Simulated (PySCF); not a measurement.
Species: BiMe3, C3H9Bi.
Geometry (PBE0-D3(BJ)/def2-SVP, Å), atoms numbered from 1 in this order:
```xyz
13
C3H9Bi angstrom
Bi     0.0122    0.0073    1.2918
C      1.9032   -0.0018    0.0295
H      2.5470    0.8407    0.3180
H      1.6272    0.0883   -1.0300
H      2.4454   -0.9438    0.1920
C     -0.9510    1.6446    0.0426
H     -0.8212    1.4087   -1.0224
H     -0.4754    2.6091    0.2690
H     -2.0223    1.7050    0.2804
C     -0.9493   -1.6413    0.0558
H     -2.0357   -1.6343    0.2217
H     -0.5433   -2.6164    0.3590
H     -0.7368   -1.4659   -1.0076
```

The closed-shell ground state was solved at several levels (PySCF, density fitting, gas phase). Atoms past krypton carry effective core potentials; spin–orbit coupling is left out.

```json
{"level": "B3LYP/def2-SVPD", "basis functions": "164", "HOMO (eV)": "-6.44", "LUMO (eV)": "-0.17", "gap (eV)": "6.27", "dipole (D)": "0.30"}
{"level": "wB97X-D/pcSseg-1 (def2-TZVP on Bi)", "basis functions": "146", "HOMO (eV)": "-8.32", "LUMO (eV)": "1.80", "gap (eV)": "10.12", "dipole (D)": "0.38"}
```

Task: Estimate the row for PBE0/pcSseg-1 (def2-TZVP on Bi), a basis of 146 functions; the other rows only guide the guess.

Result: HOMO -6.62 eV, LUMO 0.20 eV, gap 6.82 eV, dipole 0.29 D.

Task: Over all these levels, which gives the widest orbital gap and which the narrowest?

Result: wB97X-D/pcSseg-1 (def2-TZVP on Bi) (range-separated hybrid) has the widest, 10.12 eV, and B3LYP/def2-SVPD (global hybrid, 20 % exact exchange) the narrowest, 6.27 eV. Functional and basis both differ between the two, so the spread mixes both effects.

Task: How far do the dipole and the HOMO energy spread over the levels?

Result: The dipole runs from 0.29 to 0.38 D (mean 0.32 D) and the HOMO from -8.32 to -6.44 eV.
